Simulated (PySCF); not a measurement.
Vertical excitations of a molecule C2H4Cl2Si2 from TDA-PBE/def2-SVPD (PySCF), as energy in eV (oscillator strength): 5.20 (0.000), 5.35 (0.008), 5.35 (0.004), 5.79 (0.000), 5.82 (0.001), 5.87 (0.019), 5.95 (0.015), 6.12 (0.085), 6.16 (0.000), 6.39 (0.045). Lowest triplet (TDA): 4.37 eV. The structure is a stationary point at B3LYP-D3(BJ)/def2-SVP. One conformer was computed; it need not be the lowest.

### Question
Which molecule gave these data?
A) ClC1=C[Si@@H](Cl)[SiH2]1
B) [SiH3]C#C[SiH](Cl)Cl
C) ClC1=C[SiH2][Si@H]1Cl
D) ClC1=C(Cl)[SiH2][SiH2]1

### Answer
B, [SiH3]C#C[SiH](Cl)Cl
